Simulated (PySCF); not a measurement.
Exercise with solution: entropy of an ideal gas

Ta(O)(OH)2(NH2) (H4NO3Ta), SMILES [OH][Ta]([OH])(=[O])[NH2], multiplicity 1.

Coordinates come from a B3LYP-D3(BJ)/def2-SVP optimisation. The spin state was assumed, not searched. The structure was generated by enumeration; whether it is a known compound was not checked. The def2 effective core potentials stand for the cores of Ta; spin–orbit coupling is left out. The values are those of a single conformer.

B3LYP-D3(BJ)/def2-SVP in PySCF gives the harmonic wavenumbers 177, 178, 183, 188, 214, 321, 337, 351, 460, 465, 479, 593, 674, 706, 709, 988, 1513, 3540, 3633, 3901, 3905 cm⁻¹ and the rotational temperatures 0.1526, 0.1503, 0.1326 K. The molar mass is 246.98 g/mol, the symmetry number 1, the spin multiplicity 1.

### Question
Work out the entropy at 298.15 K and 1 atm in the rigid-rotor, harmonic-oscillator model.

### Answer

Translation (Sackur–Tetrode at 1 atm): S = R[1.5 ln M + 2.5 ln T − 1.16487] = 177.5 J/(mol K).
Rotation: q = (√π/σ) T^1.5/√(θA θB θC) = 165000, S = R[ln q + 3/2] = 112.4 J/(mol K).
Vibration: with u = 1.4388 ν/T, each mode gives R[u/(e^u − 1) − ln(1 − e^−u)]:
```
ν (cm⁻¹)  modes     u  S (J/(mol K))
--------  -----  ----  -------------
177           1  0.85           9.87
178           1  0.86           9.83
183           1  0.88           9.61
188           1  0.91           9.40
214           1  1.03           8.41
321           1  1.55           5.46
337           1  1.63           5.13
351           1  1.69           4.86
460           1  2.22           3.21
465           1  2.24           3.15
479           1  2.31           2.98
593           1  2.86           1.93
674           1  3.25           1.42
706           1  3.41           1.25
709           1  3.42           1.24
988           1  4.77           0.41
1513          1  7.30           0.05
```
The stiffer modes add less than 0.005 each. Sum 78.2 J/(mol K).
Spin: R ln 1 = 0.0 J/(mol K).
Total 368.0 J/(mol K); the program's own thermochemistry gives 368.1. Translation makes up 48 % and vibration 21 %. Anharmonicity, hindered rotation and orbital degeneracy are left out.
